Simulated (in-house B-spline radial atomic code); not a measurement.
Ionising neutral vanadium with different functionals

Computed with a radial B-spline atomic code at the basis-set limit: non-relativistic Hamiltonian, point nucleus, spin-polarised at highest spin, spherical fractional occupations for the functionals, and exact exchange of hybrids averaged over the configuration. The ionisation energy is the difference of two self-consistent energies, [Ar] 3d3 4s2 → [Ar] 3d4, without Breit or QED terms; ε is the level of the shell that loses the electron (its least bound occupied spin orbital). The two configurations differ by more than the removed electron.

| method | rung | ΔSCF (eV) | -ε(4s) (eV) |
| --- | --- | --- | --- |
| PBE0 | global hybrid | 5.63 | 4.86 |
| B3LYP | global hybrid | 6.05 | 4.83 |
| TPSSh | global hybrid | 5.47 | 4.47 |
| M06-2X | global hybrid | 6.72 | 5.57 |
| BHandHLYP | global hybrid | 5.96 | 5.44 |
| r2SCAN0 | global hybrid | ? | ? |
| B97-1 | global hybrid | ? | ? |
| HSE06 | range-separated hybrid | 5.70 | 4.49 |
| wB97X | range-separated hybrid | 6.01 | 6.86 |
| CAM-B3LYP | range-separated hybrid | 5.95 | 5.91 |
| LC-wPBE | range-separated hybrid | 5.22 | 6.70 |

Problem. What does r2SCAN0 give?

Solution. ΔSCF 5.40 eV, and -ε(4s) = 4.91 eV.

Problem. What does B97-1 give?

Solution. ΔSCF 6.02 eV, and -ε(4s) = 4.81 eV.

Problem. Among the functionals, which spreads more, the ΔSCF values or the orbital energies?

Solution. The orbital energies: ΔSCF values span about 1.51 eV and the orbital energies 2.40 eV.

Problem. How do they compare with the NIST value?

Solution. NIST lists 6.746 eV (measured, ground level to ground level). Errors run from -1.53 to -0.02 eV; M06-2X is closest (-0.02 eV), but part of that can be cancellation, since the calculations leave out relativity, Breit-QED terms, multiplet and fine-structure energies.
